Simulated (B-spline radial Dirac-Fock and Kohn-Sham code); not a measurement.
# K-line shifts caused by a second vacancy in Br²⁺

System: the Br²⁺ ion, [Ar] 3d10 4s2 4p3.

Input of the calculation (task.json; shells as n, l, electrons):

```json
{"items": [{
  "Z": 35,
  "q": 2,
  "cfg": [[1, 0, 2], [2, 0, 2], [2, 1, 6], [3, 0, 2], [3, 1, 6], [3, 2, 10], [4, 0, 2], [4, 1, 3]],
  "A": 79,
  "rrms": 4.1629,
  "do": ["binding", "quiet", "double"]
}]}
```

Command: `python xray_run.py task.json out`

Level of theory: ΔSCF Dirac-Fock with Breit, self-energy and vacuum polarisation, finite nucleus, configuration average; a B-spline atomic structure program. Each two-hole energy is an average over J within one jj subconfiguration, not an observable level; in light atoms, where LS coupling holds, the j-resolved values are not observed lines, and for a K spectator the Kα1 hypersatellite is nearly forbidden. Correlation energy is missing from these numbers.

Lines without a spectator: Kα1 (K-L3) 11923.3 eV, Kβ1 (K-M3) 13288.6 eV. Shifts in eV with one spectator hole (a dash: not computed, or left out as unreliable):

| spectator hole | Kα1 | Kβ1 |
| --- | --- | --- |
| K (1s) | +384.1 | +477.2 |
| M4 (3d3/2) | -1.57 | – |
| M5 (3d5/2) | -0.80 | – |
